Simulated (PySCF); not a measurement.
# Energy of Ba+ (barium, charge +1) between two integer charges

The 6s alpha orbital of [Xe] 6s1 is emptied in steps (occupation f), with all orbitals relaxed, ending at [Xe]. Computed with PySCF 2.14 in x2c-TZVPall, with scalar relativity by spin-free X2C-1e. The exact energy is a straight line in f; departures are measured from the line between the end points of the same method.

```csv
f,UHF (eV),LDA (eV),PBE (eV),PBE0 (eV),r2SCAN (eV),LC-wPBE (eV),BHandHLYP (eV),BLYP (eV),CAM-B3LYP (eV)
1,0.000,0.000,0.000,0.000,0.000,0.000,0.000,0.000,0.000
0.75,0.006,-0.411,-0.422,-0.306,-0.339,0.022,-0.221,-0.438,-0.165
0.5,0.008,-0.538,-0.567,-0.410,-0.425,0.025,-0.295,-0.584,-0.220
0.25,0.006,-0.391,-0.427,-0.308,-0.289,0.013,-0.222,-0.436,-0.166
0,0.000,0.000,0.000,0.000,0.000,0.000,0.000,0.000,0.000
```

Q: For UHF, how does the orbital energy at f = 1 compare with the removal energy?

A: −ε = 9.403 eV against a total-energy difference of 9.371 eV. By Janak's theorem ε = ∂E/∂f, so the gap between them reflects the curvature. Along the path −ε is 9.386 (f = 0.75), 9.370 (f = 0.5), 9.355 (f = 0.25) eV.

| method | E(f=0) − E(f=1) (eV) | −ε at f=1 (eV) | −ε at f=0.5 (eV) |
| --- | --- | --- | --- |
| UHF | 9.371 | 9.403 | 9.370 |
| LDA | 10.299 | 8.081 | 10.348 |
| PBE | 10.118 | 7.877 | 10.101 |
| PBE0 | 9.993 | 8.364 | 9.985 |
| r2SCAN | 9.809 | 7.934 | 9.938 |
| LC-wPBE | 9.750 | 9.869 | 9.724 |
| BHandHLYP | 9.943 | 8.766 | 9.940 |
| BLYP | 10.143 | 7.805 | 10.148 |
| CAM-B3LYP | 10.083 | 9.205 | 10.081 |

Reference removal energy between the ground levels: 10.004 eV (measured; NIST Atomic Spectra Database, ionization energies). UHF lacks correlation.
